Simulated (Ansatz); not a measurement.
**Nudged elastic band run: CH3FOSe**

input.yaml

```yaml
crystal:
  periodic: [false, false, false]
  atoms:
    - { symbol: O, position_ang: [-0.154059, -0.627055, 1.350751] }
    - { symbol: C, position_ang: [-0.062097, 0.281095, 0.343193] }
    - { symbol: F, position_ang: [-1.283466, 0.560174, -0.211192] }
    - { symbol: Se, position_ang: [1.14171, -0.417093, -1.104102] }
    - { symbol: H, position_ang: [-0.447175, -1.474901, 0.979681] }
    - { symbol: H, position_ang: [0.351576, 1.211307, 0.757226] }
    - { symbol: H, position_ang: [0.514712, 0.398473, -2.161256] }
basis:
  gaussian: { orbitals: def2-SVP }
hamiltonian:
  xc: b3lyp
neb:
  order_check: false
  images: 2
  f_tol: 0.05
  max_iterations: 60
  climbing: false
  final_atoms:
    - { symbol: O, position_ang: [-0.54144003, -0.79441666, 1.1432243] }
    - { symbol: C, position_ang: [-0.2999656, 0.18264506, 0.21030653] }
    - { symbol: F, position_ang: [-1.49343852, 0.73300638, -0.09790658] }
    - { symbol: Se, position_ang: [0.55755625, -0.63067534, -1.41840331] }
    - { symbol: H, position_ang: [0.30212347, -1.18283492, 1.41413705] }
    - { symbol: H, position_ang: [0.37120505, 0.98564924, 0.56839789] }
    - { symbol: H, position_ang: [1.16516038, 0.63862624, -1.86545488] }
  initial_path:
    images:
      - { positions_ang: [[-0.154059, -0.627055, 1.350751], [-0.062097, 0.281095, 0.343193], [-1.283466, 0.560174, -0.211192], [1.14171, -0.417093, -1.104102], [-0.447175, -1.474901, 0.979681], [0.351576, 1.211307, 0.757226], [0.514712, 0.398473, -2.161256]] }
      - { positions_ang: [[-0.26925526, -0.62920253, 1.38057826], [-0.14962672, 0.27028905, 0.30121166], [-1.39355886, 0.65470141, -0.20972387], [0.94740663, -0.58354489, -1.12274722], [-0.15608988, -1.49028954, 1.0132966], [0.3875144, 1.18159124, 0.64883561], [0.69481069, 0.52845525, -2.05715004]] }
      - { positions_ang: [[-0.39838227, -0.68498975, 1.3114027], [-0.22891625, 0.2374724, 0.25691617], [-1.4635497, 0.7123122, -0.17196206], [0.75268871, -0.654739, -1.22751432], [0.09367628, -1.39293418, 1.15811528], [0.39405742, 1.10637199, 0.5858929], [0.91162682, 0.60850633, -1.95854967]] }
      - { positions_ang: [[-0.54144003, -0.79441666, 1.1432243], [-0.2999656, 0.18264506, 0.21030653], [-1.49343852, 0.73300638, -0.09790658], [0.55755625, -0.63067534, -1.41840331], [0.30212347, -1.18283492, 1.41413705], [0.37120505, 0.98564924, 0.56839789], [1.16516038, 0.63862624, -1.86545488]] }
```

Launched with:

```bash
$ ansatz run input.yaml --threads 1 --pin off --max-ram 2048MiB --backend cpu --events-out ev --progress --plain --runs-dir out
```

Output, in part (warnings, iteration lines, the closing report on the highest movable image, with atoms numbered from 0):

```
NEB end point (image 0): max|allowed force component| = 1.141e-2 eV/Å (the criterion of neb.relax_end_points is 1.000e-2)
NEB end point (image 3): max|allowed force component| = 8.778e-3 eV/Å (the criterion of neb.relax_end_points is 1.000e-2)
NEB iter   1: max|band force component| = 6.061e0 eV/Å  barrier→ = 0.5654 eV  barrier← = 0.3887 eV  Δτ_max = 0.0964 Å  (100 SCF iters)
NEB iter   2: max|band force component| = 9.121e-1 eV/Å  barrier→ = 0.2538 eV  barrier← = 0.0772 eV  Δτ_max = 0.1227 Å  (57 SCF iters)
NEB iter   3: max|band force component| = 6.476e-1 eV/Å  barrier→ = 0.2408 eV  barrier← = 0.0641 eV  Δτ_max = 0.0837 Å  (53 SCF iters)
NEB iter   4: max|band force component| = 2.568e-1 eV/Å  barrier→ = 0.2307 eV  barrier← = 0.0540 eV  Δτ_max = 0.0118 Å  (54 SCF iters)
NEB iter   5: max|band force component| = 1.506e-1 eV/Å  barrier→ = 0.2286 eV  barrier← = 0.0519 eV  Δτ_max = 0.0753 Å  (53 SCF iters)
NEB iter   6: max|band force component| = 1.424e-1 eV/Å  barrier→ = 0.2203 eV  barrier← = 0.0436 eV  Δτ_max = 0.0766 Å  (58 SCF iters)
NEB iter   7: max|band force component| = 1.248e-1 eV/Å  barrier→ = 0.2117 eV  barrier← = 0.0350 eV  Δτ_max = 0.0803 Å  (54 SCF iters)
NEB iter   8: max|band force component| = 6.986e-2 eV/Å  barrier→ = 0.2013 eV  barrier← = 0.0246 eV  Δτ_max = 0.0472 Å  (57 SCF iters)
NEB iter   9: max|band force component| = 3.144e-2 eV/Å  barrier→ = 0.1955 eV  barrier← = 0.0188 eV  Δτ_max = 0.0000 Å  (103 SCF iters)
Total energy: -71187.30649325 eV, -2616.0852611376 hartree
Atom 0 at    -0.216762    -0.562081     1.348384 Å, force     0.080708     0.030395     0.075569 eV/Å
Atom 1 at    -0.269060     0.243470     0.244840 Å, force     0.022857     0.038393    -0.013596 eV/Å
Atom 2 at    -1.563265     0.591107    -0.018622 Å, force    -0.016232    -0.059839     0.022757 eV/Å
Atom 3 at     0.518612    -0.628025    -1.381818 Å, force    -0.004912    -0.004030     0.017349 eV/Å
Atom 4 at     0.047180    -1.462858     1.127472 Å, force    -0.086838    -0.057178    -0.085862 eV/Å
Atom 5 at     0.291568     1.171286     0.434798 Å, force    -0.019203     0.068028    -0.037846 eV/Å
Atom 6 at     1.252929     0.579101    -1.800753 Å, force     0.023620    -0.015769     0.021630 eV/Å
Dipole moment:     0.372472    -0.070377    -0.065976 e Å
```

It converged. No image climbed, so the highest image needn't sit at the top of the path. So few images can step over the top or miss a turn of the path.

Final band (atoms are numbered from 1 in the order of the input):

```csv
image,path coordinate (Å),energy (kJ/mol),dihedral H5–O1–C2–Se4 (°)
0,0.00,0.0,-55
1,0.73,6.7,-52
2,1.47,18.9,-10
3,2.20,17.0,62
```

Time of the run: 62 s on 1 thread of Arm Neoverse V2, on a shared host, peak memory 0.18 GiB.
